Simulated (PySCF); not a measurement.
NMR data simulated for an unnamed compound:

¹H NMR (400 MHz, computed): δ 5.60 (br s, 1H), 5.10 (br s, 1H), 4.96 (q, 2H), 4.32 (br s, 1H), 4.13 (s, 2H), 3.99 (br s, 1H), 0.21 (t, 3H).

¹³C{¹H} NMR (computed): δ 160.0 (C), 150.8 (C), 108.9 (CH2), 77.6 (CH2), 55.9 (CH2), -8.6 (CH3).

No solvent model, one computed conformer, non-relativistic, one averaged value for each set of equivalent atoms. NMR shieldings at PBE0/pcSseg-1/GIAO; geometry: GFN2-xTB; PySCF.

Chemical shifts δ = σref − σ; ¹H (31.72 ppm), ¹³C (186.93 ppm) vs TMS, all at this level.

Problem. Which of these does the molecule contain: a Si–CH3 group, a benzene ring, a vinyl group CH=CH2, a non-aromatic C=C double bond, a Si–H bond, a methoxy group?

Solution. 
- A Si–CH3 group: yes (δC -8.6; δH 0.21 (t)).
- A benzene ring: no.
- A vinyl group CH=CH2: no.
- A non-aromatic C=C double bond: yes.
- A Si–H bond: yes (δH 4.96 (q)).
- A methoxy group: no.

The data belong to `C1(=C)CN([SiH2]C)C1=C`, C6H11NSi; they needn't prove each group on their own.

Carbon signals by region: 3 in the sp2 and nitrile region (100–160 ppm), 2 at 50–100 ppm, 1 below 50 ppm.

Shifts are as computed. Against solution values, carbons near 30 ppm lie about +3 ppm off and those near 130 ppm about +5 ppm. Of 1309 compounds with measured shifts, 239 miss one by over three times the rms of a fit or turn the order of signals round; such compounds aren't used in these exercises. Multiplicities follow the n + 1 count of equivalent neighbours, as no J values were calculated; m marks all less simple cases, F and P coupling included.
